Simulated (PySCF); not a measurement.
PySCF 2.14 output of an unrestricted M06-L calculation on a single atom or ion in x2c-SVPall (3s2p1d, 14 functions), with the spin-free X2C one-electron Hamiltonian (Gaussian nucleus):

```
SCF conv_tol = 1e-09
number electrons alpha = 4  beta = 2
    Y. Zhao and D. G. Truhlar.,  J. Chem. Phys. 125, 194101 (2006)
    Y. Zhao and D. G. Truhlar.,  J. Chem. Phys. 125, 194101 (2006)
    Y. Zhao and D. G. Truhlar.,  Theor. Chem. Acc. 120, 215 (2008)
cycle= 1 E= -37.8163989551525  delta_E= -0.00143  |g|= 0.00804  |ddm|= 0.0336
cycle= 2 E= -37.8164343805598  delta_E= -3.54e-05  |g|= 0.00168  |ddm|= 0.00926
cycle= 3 E= -37.8164360190413  delta_E= -1.64e-06  |g|= 0.000691  |ddm|= 0.00338
cycle= 4 E= -37.8164364249012  delta_E= -4.06e-07  |g|= 5.67e-06  |ddm|= 0.00133
cycle= 5 E= -37.8164364249388  delta_E= -3.76e-11  |g|= 5.98e-07  |ddm|= 1.6e-05
converged SCF energy = -37.8164364249388  <S^2> = 2.0060007  2S+1 = 3.0039978
```

The run itself started from symmetry-adapted Hartree-Fock orbitals and held the occupation by maximum overlap, on a logarithmic radial grid, so the iterations belong to that start.

Problem. Which element, charge and spin multiplicity is this?

Solution. C (carbon, neutral), multiplicity 3; the state was [He] 2s2 2p2, high-spin 3P determinant.
